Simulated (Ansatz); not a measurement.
Total energies of `C/C(S)=[CH]/[GaH2]`.

Z-matrix (Å, degrees):
```
C
C 1 1.490
H 1 1.091 2 110.0
H 1 1.095 2 111.2 3 -120.1
H 1 1.093 2 111.3 3 120.7
S 2 1.807 1 117.4 3 -177.2
C 2 1.332 1 130.4 3 -0.8
Ga 6 2.625 2 72.6 1 -178.6
H 6 1.348 2 99.0 1 -77.7
H 7 1.089 2 118.8 1 -0.7
H 8 1.572 6 105.1 2 111.2
H 8 1.570 6 105.5 2 -119.3
```

Charge 0, multiplicity 1. Correlated methods include outer-core shells of Ga, which these sets cover unevenly. Scalar relativity is left out up to krypton. The geometry is a stationary point of PBE0-D4/def2-TZVP. It is one conformer, not always the lowest. Basis def2-TZVPP, Ansatz 0.2.0.

RPA on PBE orbitals: Hartree–Fock energy of these orbitals -2438.40071 Eh, correlation -1.50924 Eh (frozen core).

```tsv
functional	energy without D4 (Eh)	D4 term (kJ/mol)
LDA (SPW92)	-2436.08210	–
revPBE	-2441.34969	-91.1
BLYP	-2441.59673	-69.2
r2SCAN	-2441.48860	-7.6
B97M-V	-2441.13808	–
PBE0	-2441.05936	-27.0
B3LYP	-2441.67202	-51.5
r2SCANh	-2441.47076	-8.2
HSE06 (plane-wave form)	-2441.04401	-25.3
LC-ωPBE	-2441.15525	–
ωB97X-V	-2441.32862	–
ωB97M-V	-2441.40706	–
B2PLYP	-2440.99266	–
PBE-QIDH	-2440.62009	–
```

(1) Give the same for PBE, r2SCAN0, BHLYP, CAM-B3LYP. (Best estimate.)

B3LYP takes the VWN-RPA correlation (the form of Gaussian; ORCA's B3LYP/G). HSE06 is the plane-wave form, built on full-range PBE exchange. The double hybrids freeze the cores in their second-order part.

Answers

(1) Computed: 
| functional | energy without D4 (Eh) | D4 term (kJ/mol) |
| --- | --- | --- |
| PBE | -2440.96927 | -31.8 |
| r2SCAN0 | -2441.44576 | -9.1 |
| BHLYP | -2441.48999 | -41.5 |
| CAM-B3LYP | -2441.65445 | -27.6 |

LC-ωPBE has ω = 0.4 bohr⁻¹.
